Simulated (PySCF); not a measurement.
Record of a relaxation.

Species: BFH₅Sb.
SMILES with atom numbers: `[F:1][BH2-:2][SbH3+:3]` (hydrogens: H4, H5 on B2; H6, H7, H8 on Sb3)

Computed by this run: PBE0-D3(BJ)/def2-SVP geometry optimisation, gas phase, def2 core potentials past Kr (PySCF 2.14.0); density fitting, grid level 1; the optimiser is geomeTRIC in internal coordinates, started from a GFN2-xTB structure with every atom displaced at random (about 0.01 Å). 14 of its 19 geometries are shown. The frame can shift and turn from step to step; on so coarse a grid that alone can change the energy by a few meV, and forces under 0.02 eV/Å are noise.

Step 0: E = -10005.8669 eV, largest atomic force 1.173 eV/Å
```
atom  x, y, z in Å  |  force x, y, z in eV/Å
F1      1.580    0.226   -1.097   -0.098   0.317  -0.941
B2      1.534   -0.088    0.202    0.511  -0.151  -0.358
Sb3    -1.042   -0.031    0.182    0.339   0.107   0.292
H4      1.788   -1.212    0.444   -0.165  -0.939   0.407
H5      1.791    0.775    0.949   -0.072   0.811   0.845
H6     -1.520    1.400   -0.542    0.033   0.509  -0.161
H7     -1.555   -0.904   -1.131   -0.099  -0.513  -0.587
H8     -2.521   -0.184    0.940   -0.450  -0.141   0.503
```

Step 1: E = -10006.0219 eV, largest atomic force 0.665 eV/Å
```
atom  x, y, z in Å  |  force x, y, z in eV/Å
F1      1.859    0.413   -1.554    0.100   0.069  -0.105
B2      1.847    0.094   -0.254   -0.058  -0.013   0.206
Sb3    -0.925    0.080   -0.243   -0.638  -0.032  -0.183
H4      1.977   -1.071    0.045    0.029  -0.021  -0.026
H5      1.954    0.990    0.558    0.021  -0.023  -0.092
H6     -1.444    1.573   -0.941    0.058  -0.270   0.116
H7     -1.488   -0.874   -1.581    0.108   0.239   0.327
H8     -2.383   -0.136    0.688    0.380   0.052  -0.242
```

Step 3: E = -10006.0459 eV, largest atomic force 0.043 eV/Å
```
atom  x, y, z in Å  |  force x, y, z in eV/Å
F1      1.907    0.430   -1.551    0.026  -0.007   0.023
B2      1.857    0.097   -0.253    0.041   0.012   0.004
Sb3    -0.943    0.081   -0.256   -0.027   0.016  -0.030
H4      1.986   -1.071    0.039   -0.019  -0.002  -0.029
H5      1.960    0.990    0.558   -0.018   0.007   0.001
H6     -1.493    1.545   -0.938   -0.004   0.003   0.004
H7     -1.520   -0.858   -1.558   -0.006  -0.016  -0.007
H8     -2.356   -0.144    0.678    0.007  -0.013   0.034
```

Step 4: E = -10006.0488 eV, largest atomic force 0.114 eV/Å
```
atom  x, y, z in Å  |  force x, y, z in eV/Å
F1      1.946    0.445   -1.548    0.004  -0.002   0.054
B2      1.871    0.105   -0.254    0.041   0.006  -0.057
Sb3    -0.949    0.081   -0.268   -0.092   0.011  -0.066
H4      1.987   -1.067    0.027   -0.015  -0.001   0.000
H5      1.957    0.994    0.564   -0.013   0.003   0.008
H6     -1.530    1.542   -0.941    0.006  -0.043   0.025
H7     -1.542   -0.869   -1.561    0.012   0.025   0.047
H8     -2.341   -0.161    0.699    0.058   0.001  -0.012
```

Step 6: E = -10006.0552 eV, largest atomic force 0.103 eV/Å
```
atom  x, y, z in Å  |  force x, y, z in eV/Å
F1      2.085    0.514   -1.540   -0.022   0.001   0.029
B2      1.921    0.140   -0.268   -0.012   0.012  -0.067
Sb3    -0.966    0.083   -0.322   -0.067   0.011  -0.077
H4      1.990   -1.043   -0.021    0.010  -0.001   0.030
H5      1.944    1.005    0.578    0.011  -0.012   0.017
H6     -1.697    1.503   -0.937    0.014  -0.041   0.037
H7     -1.639   -0.902   -1.550    0.017   0.021   0.054
H8     -2.241   -0.230    0.779    0.049   0.009  -0.024
```

Step 7: E = -10006.0573 eV, largest atomic force 0.068 eV/Å
```
atom  x, y, z in Å  |  force x, y, z in eV/Å
F1      2.160    0.565   -1.543   -0.008   0.018  -0.021
B2      1.949    0.168   -0.289   -0.037  -0.010   0.008
Sb3    -0.978    0.084   -0.357    0.020   0.012  -0.064
H4      1.997   -1.021   -0.062    0.012   0.000   0.021
H5      1.939    1.014    0.578    0.012  -0.010   0.003
H6     -1.817    1.464   -0.916   -0.003   0.013   0.024
H7     -1.704   -0.929   -1.526    0.000  -0.020   0.017
H8     -2.149   -0.276    0.834    0.003  -0.003   0.011
```

Step 8: E = -10006.0585 eV, largest atomic force 0.119 eV/Å
```
atom  x, y, z in Å  |  force x, y, z in eV/Å
F1      2.258    0.646   -1.547    0.005   0.025  -0.057
B2      1.983    0.212   -0.322   -0.049  -0.043   0.099
Sb3    -0.997    0.086   -0.407    0.078   0.031  -0.078
H4      2.003   -0.984   -0.127    0.009   0.003  -0.003
H5      1.927    1.028    0.572    0.006   0.004  -0.017
H6     -1.988    1.397   -0.873   -0.013   0.045   0.024
H7     -1.787   -0.977   -1.484   -0.009  -0.054  -0.008
H8     -2.001   -0.339    0.906   -0.027  -0.010   0.039
```

Step 10: E = -10006.0618 eV, largest atomic force 0.041 eV/Å
```
atom  x, y, z in Å  |  force x, y, z in eV/Å
F1      2.279    0.674   -1.546    0.005   0.000  -0.006
B2      1.977    0.226   -0.332   -0.038  -0.014   0.007
Sb3    -0.993    0.096   -0.451    0.009  -0.005  -0.003
H4      1.993   -0.972   -0.153   -0.001  -0.002   0.009
H5      1.906    1.032    0.569   -0.002   0.005   0.002
H6     -2.052    1.384   -0.837    0.004  -0.010  -0.006
H7     -1.813   -1.014   -1.461    0.000   0.020   0.000
H8     -1.899   -0.355    0.928    0.022   0.007  -0.003
```

Step 11: E = -10006.0633 eV, largest atomic force 0.074 eV/Å
```
atom  x, y, z in Å  |  force x, y, z in eV/Å
F1      2.270    0.666   -1.542    0.015  -0.016   0.029
B2      1.960    0.220   -0.328   -0.043   0.012  -0.059
Sb3    -0.980    0.101   -0.472   -0.028  -0.020   0.031
H4      1.980   -0.978   -0.146    0.000  -0.004   0.018
H5      1.889    1.029    0.570   -0.003  -0.001   0.014
H6     -2.042    1.394   -0.832    0.013  -0.031  -0.015
H7     -1.821   -1.016   -1.460    0.008   0.046   0.002
H8     -1.859   -0.348    0.928    0.038   0.014  -0.020
```

Step 12: E = -10006.0656 eV, largest atomic force 0.130 eV/Å
```
atom  x, y, z in Å  |  force x, y, z in eV/Å
F1      2.285    0.665   -1.529    0.015  -0.041   0.061
B2      1.932    0.217   -0.325   -0.034   0.042  -0.119
Sb3    -0.961    0.110   -0.523   -0.056  -0.028   0.054
H4      1.948   -0.981   -0.144   -0.002  -0.008   0.023
H5      1.843    1.025    0.573   -0.009  -0.004   0.023
H6     -2.057    1.392   -0.819    0.027  -0.030  -0.009
H7     -1.856   -1.017   -1.451    0.025   0.049   0.007
H8     -1.737   -0.341    0.936    0.034   0.020  -0.040
```

Step 14: E = -10006.0670 eV, largest atomic force 0.189 eV/Å
```
atom  x, y, z in Å  |  force x, y, z in eV/Å
F1      2.259    0.611   -1.512    0.061  -0.041   0.073
B2      1.879    0.185   -0.304   -0.060   0.058  -0.170
Sb3    -0.922    0.116   -0.557   -0.073  -0.024   0.094
H4      1.904   -1.008   -0.095    0.007  -0.011   0.033
H5      1.792    1.011    0.579   -0.004  -0.011   0.032
H6     -1.968    1.441   -0.837    0.023  -0.030  -0.018
H7     -1.863   -0.982   -1.472    0.022   0.044  -0.004
H8     -1.683   -0.305    0.916    0.024   0.015  -0.040
```

Step 15: E = -10006.0689 eV, largest atomic force 0.126 eV/Å
```
atom  x, y, z in Å  |  force x, y, z in eV/Å
F1      2.254    0.547   -1.493    0.071  -0.017   0.029
B2      1.843    0.151   -0.284   -0.064   0.044  -0.099
Sb3    -0.898    0.128   -0.563   -0.026  -0.007   0.062
H4      1.864   -1.037   -0.042    0.006  -0.011   0.025
H5      1.763    0.994    0.586    0.009  -0.012   0.020
H6     -1.888    1.486   -0.870    0.009   0.001  -0.016
H7     -1.845   -0.933   -1.508   -0.001   0.006  -0.014
H8     -1.696   -0.266    0.893   -0.004  -0.003  -0.006
```

Step 17: E = -10006.0705 eV, largest atomic force 0.037 eV/Å
```
atom  x, y, z in Å  |  force x, y, z in eV/Å
F1      2.277    0.490   -1.470    0.001   0.002  -0.010
B2      1.830    0.122   -0.265    0.005  -0.002   0.019
Sb3    -0.894    0.136   -0.551    0.032   0.007  -0.017
H4      1.839   -1.061    0.005   -0.008   0.000  -0.001
H5      1.760    0.976    0.596   -0.001  -0.002  -0.005
H6     -1.817    1.525   -0.912   -0.005   0.018   0.005
H7     -1.827   -0.886   -1.549   -0.008  -0.018  -0.005
H8     -1.769   -0.233    0.865   -0.016  -0.004   0.013
```

Step 18: E = -10006.0705 eV, largest atomic force under 0.02 eV/Å
```
atom  x, y, z in Å  |  force x, y, z in eV/Å
F1      2.275    0.484   -1.468    0.007  -0.002  -0.001
B2      1.825    0.119   -0.262    0.001   0.002  -0.003
Sb3    -0.890    0.138   -0.556   -0.007   0.002   0.000
H4      1.831   -1.064    0.009   -0.003  -0.002   0.001
H5      1.757    0.974    0.597    0.001  -0.001   0.001
H6     -1.809    1.532   -0.912    0.001   0.001   0.002
H7     -1.827   -0.885   -1.552    0.001  -0.001   0.002
H8     -1.764   -0.229    0.862   -0.002   0.000  -0.003
```

**Question.** Summarise the path.

**Answer.** The energy falls by 19.64 kJ/mol from step 0 to step 18; nine tenths of that is first reached at step 5. It rises by more than 0.2 meV at step 13. The largest force goes from 1.173 to under 0.02 eV/Å. Among the bonds B2–Sb3 changes most, from 2.577 to 2.731 Å; the atoms move by 0.403 Å rms after alignment.

**Question.** Follow the three bonds and two angles with the largest change from start to end.

**Answer.** 
| step | E above end (kJ/mol) | largest force (eV/Å) | B2–Sb3 (Å) | Sb3–H7 (Å) | B2–H5 (Å) | B2–Sb3–H8 (°) | B2–Sb3–H7 (°) |
| --- | --- | --- | --- | --- | --- | --- | --- |
| 0 | 19.64 | 1.173 | 2.577 | 1.658 | 1.170 | 151.7 | 107.7 |
| 1 | 4.69 | 0.665 | 2.772 | 1.737 | 1.214 | 147.0 | 108.9 |
| 2 | 2.65 | 0.127 | 2.793 | 1.699 | 1.211 | 146.4 | 109.8 |
| 3 | 2.38 | 0.043 | 2.801 | 1.706 | 1.211 | 145.8 | 110.0 |
| 4 | 2.09 | 0.114 | 2.819 | 1.711 | 1.210 | 144.2 | 110.8 |
| 5 | 1.74 | 0.137 | 2.857 | 1.713 | 1.210 | 140.7 | 112.8 |
| 6 | 1.48 | 0.103 | 2.888 | 1.712 | 1.211 | 137.4 | 114.7 |
| 7 | 1.28 | 0.068 | 2.929 | 1.709 | 1.211 | 132.4 | 117.2 |
| 8 | 1.16 | 0.119 | 2.984 | 1.707 | 1.211 | 125.2 | 120.4 |
| 9 | 1.04 | 0.100 | 2.984 | 1.708 | 1.211 | 124.1 | 120.6 |
| 10 | 0.84 | 0.041 | 2.975 | 1.711 | 1.211 | 120.5 | 122.0 |
| 11 | 0.69 | 0.074 | 2.947 | 1.712 | 1.211 | 118.9 | 123.0 |
| 12 | 0.47 | 0.130 | 2.902 | 1.713 | 1.211 | 113.8 | 125.6 |
| 13 | 0.94 | 0.280 | 2.729 | 1.712 | 1.213 | 108.8 | 130.7 |
| 14 | 0.34 | 0.189 | 2.813 | 1.711 | 1.212 | 111.8 | 127.7 |
| 15 | 0.16 | 0.126 | 2.755 | 1.708 | 1.213 | 112.4 | 127.8 |
| 16 | 0.13 | 0.073 | 2.714 | 1.704 | 1.215 | 116.7 | 126.5 |
| 17 | 0.00 | 0.037 | 2.739 | 1.707 | 1.214 | 115.0 | 127.0 |
| 18 | 0.00 | under 0.02 | 2.731 | 1.708 | 1.214 | 114.7 | 127.2 |

What follows is the cost of the whole optimisation. Time: 35 s; peak memory 0.34 GiB. Hardware: an Arm Neoverse V2 with one thread, shared host with 96 logical CPUs at a one-minute load of 30.
